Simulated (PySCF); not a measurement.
## Spinor energies of Yb⁴⁶⁺ (ytterbium, charge +46)

Start: [Ar] 3d6; 3d3/2 filled at m_j = -3/2, -1/2, +1/2, +3/2; 3d5/2 filled at m_j = +3/2, +5/2. Calculated with PySCF 2.14 in an even-tempered Gaussian basis (16 s from 11 bohr⁻², ratio 2.8; 12 p from 15 bohr⁻², ratio 2.8; 8 d from 15 bohr⁻², ratio 2.8; 3 f from 51 bohr⁻², ratio 3): generalised Hartree-Fock with the X2C-1e Hamiltonian and a Gaussian nucleus; one run each with spin-orbit coupling (SO) switched off, then screened by Boettger's factors.

| spinor shell | electrons | ε, spin-free (eV) | ε, screened SO (eV) | weight of nominal j (screened SO) | rms radius, screened SO (bohr) |
| --- | --- | --- | --- | --- | --- |
| 1s1/2 | 2 | -64284.6 | -64266.0 | 1.000 | 0.0223 |
| 2s1/2 | 2 | -13143.9 | -13136.5 | 1.000 | 0.0897 |
| 2p1/2 | 2 | -11898.0 | -12654.0 | 1.000 | 0.0764 |
| 3s1/2 | 2 | -4753.6 | -4751.3 | 1.000 | 0.223 |
| 3p1/2 | 2 | -4365.2 | -4554.9 | 0.999 | 0.214 |
| 3p3/2 | 4 | -4365.2 | -4283.6 | 0.999 | 0.227 |
| 3d3/2 | 4 | -3964.2 | -3989.8 | 0.984 | 0.196 |
| 3d5/2 | 2 | -3964.2 | -3934.7 | 0.984 | 0.200 |

Problem. Where does 2p3/2 lie, and what is the 2p spin-orbit splitting (screened SO)?

Solution. At -11579.2 eV, 1074.8 eV above 2p1/2.

```json
{"quantity": "E (hartree)", "spin-free": "-12356.27178", "screened SO": "-12371.55211"}
{"quantity": "M_J", "spin-free": "4", "screened SO": "4"}
{"quantity": "⟨J²⟩", "spin-free": "20.000", "screened SO": "20.009"}
{"quantity": "⟨L²⟩", "spin-free": "6.000", "screened SO": "12.334"}
{"quantity": "⟨S²⟩", "spin-free": "6.000", "screened SO": "3.054"}
```

Each row is a mean over spinors that exchange with the open shell spreads, by up to 38.623 eV (3p3/2).

Breit and QED terms are absent; they matter most for the inner s and p1/2 levels.

Densities and radii are taken from the X2C orbitals without a picture-change correction, which distorts them close to the nucleus.

Without spin-orbit coupling the j labels of p, d and f shells carry no meaning; the spin-free column gives the mean over the occupied spinors of each nl shell.
